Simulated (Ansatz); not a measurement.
C$_{3}$H$_{11}$NO$_{3}$Sn (`C[O][Sn]([NH2])([O]C)[O]C`), relaxed with RKS PBE-D4/def2-SVP in Ansatz 0.2.0 from a rough embedded geometry. The force threshold is 0.03 eV/Å; the program also tests the step.

Total charge 0; spin multiplicity 1. Sn takes the def2 core potential.

Start:

```xyz
19

C    -0.341    0.672   -2.252
O    -0.846   -0.349   -1.344
Sn    0.017   -0.039    0.412
N    -0.584   -1.349    1.827
O     2.009   -0.192    0.222
C     2.288   -1.520   -0.216
O    -0.361    1.840    1.046
C    -1.740    1.912    1.226
H    -0.804    0.429   -3.259
H     0.756    0.504   -2.397
H    -0.610    1.627   -1.929
H     0.039   -1.334    2.603
H    -0.546   -2.382    1.369
H     3.372   -1.650   -0.384
H     1.948   -2.235    0.531
H     1.820   -1.732   -1.201
H    -2.013    2.908    1.558
H    -2.110    1.161    1.962
H    -2.292    1.730    0.226
```

By how much does the energy fall, and how many steps does the optimiser take? (Estimate.)

The calculation gave: 68.07 kJ/mol, in 12 steps.

Which bonds change most? (An estimate is asked.)

Ansatz gave: N4–H13 from 1.131 to 1.031 Å; C1–H11 from 1.044 to 1.116 Å; C8–H19 from 1.157 to 1.116 Å; Sn3–N4 from 2.020 to 2.058 Å.

Give the relaxed structure. (An estimate is asked.)

Computed: 
```xyz
19

C    -0.480    0.350   -2.390
O    -0.756   -0.553   -1.332
Sn    0.006   -0.156    0.488
N    -0.984   -1.452    1.744
O     2.016   -0.218    0.450
C     2.624   -1.328   -0.186
O    -0.319    1.745    1.016
C    -1.645    2.111    1.369
H    -1.081    0.039   -3.273
H     0.593    0.346   -2.699
H    -0.754    1.405   -2.152
H    -0.327   -1.830    2.442
H    -1.319   -2.254    1.189
H     3.724   -1.164   -0.177
H     2.433   -2.299    0.334
H     2.314   -1.456   -1.251
H    -1.602    3.105    1.866
H    -2.127    1.399    2.079
H    -2.316    2.210    0.482
```
